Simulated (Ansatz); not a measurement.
Start from `[NH2][Al]([NH2])[OH]` and change one atom or group to get `C[O][Al]([NH2])[NH2]`.

Ansatz, PBE0-D4/def2-TZVP geometries, multiplicity 1. Each molecule was computed in one conformer, which needn't be the lowest.

```json
{"property": "LUMO energy (PBE/def2-TZVPP) / eV", "`[NH2][Al]([NH2])[OH]`": "-0.74"}
{"property": "LUMO energy (PBE0/def2-TZVPP) / eV", "`[NH2][Al]([NH2])[OH]`": "0.08"}
{"property": "HOMO energy (PBE0/def2-TZVPP) / eV", "`[NH2][Al]([NH2])[OH]`": "-6.89"}
{"property": "HOMO energy (ωB97M-V/def2-TZVPP) / eV", "`[NH2][Al]([NH2])[OH]`": "-9.28"}
{"property": "size of the dipole moment (PBE/def2-TZVPP) / D", "`[NH2][Al]([NH2])[OH]`": "1.46"}
{"property": "LUMO energy (ωB97M-V/def2-TZVPP) / eV", "`[NH2][Al]([NH2])[OH]`": "1.55"}
```

**Question.** Give the same properties after the change, and the shifts. (Estimate.)

**Answer.** The calculation gave: 
```tsv
property	`C[O][Al]([NH2])[NH2]`	shift
LUMO energy (PBE/def2-TZVPP) / eV	-0.66	0.08
LUMO energy (PBE0/def2-TZVPP) / eV	0.17	0.09
HOMO energy (PBE0/def2-TZVPP) / eV	-6.90	-0.01
HOMO energy (ωB97M-V/def2-TZVPP) / eV	-9.28	0.00
size of the dipole moment (PBE/def2-TZVPP) / D	1.17	-0.29
LUMO energy (ωB97M-V/def2-TZVPP) / eV	1.63	0.08
```

The zero-point energy changes by 74.7 kJ/mol with +9 modes. Dipoles are sizes alone; their direction can turn.
